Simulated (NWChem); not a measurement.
Species: TiH₃Br; SMILES [Br][TiH3]

```xyz
5

Ti     0.0000     0.0000     1.2829
Br     0.0000     0.0000    -1.0264
H      1.3362     0.8494     1.8354
H     -1.4037     0.7325     1.8354
H      0.0675    -1.5819     1.8354
```
Atoms are numbered in this order, from 1.

Level: PBE0/def2-SVP (NWChem), optimised geometry, unscaled harmonic frequencies. This build's default masses of Se (78.918 u) and Br (79.917 u) are each other's, which moves their modes by up to 0.6 %.

List the harmonic frequencies with IR intensities, and the thermochemistry.


```
frequency (cm⁻¹)  IR intensity (km/mol)
----------------  ---------------------
319                                23.9
319                                23.8
330                                 5.1
563                                72.7
563                                72.7
573                               233.7
1747                              311.9
1747                              311.9
1785                              165.5
```

```yaml
zero_point_energy: 11.4 kcal/mol
thermal correction to the enthalpy at 298.15 K (with zero-point energy): 14.8 kcal/mol
heat capacity Cv: 14.2 cal/(mol K)
entropy at 298.15 K and 1 atm (symmetry number 3): 67.5 cal/(mol K)
dipole_moment: 0.52 D
```

Rigid rotor and harmonic oscillator.
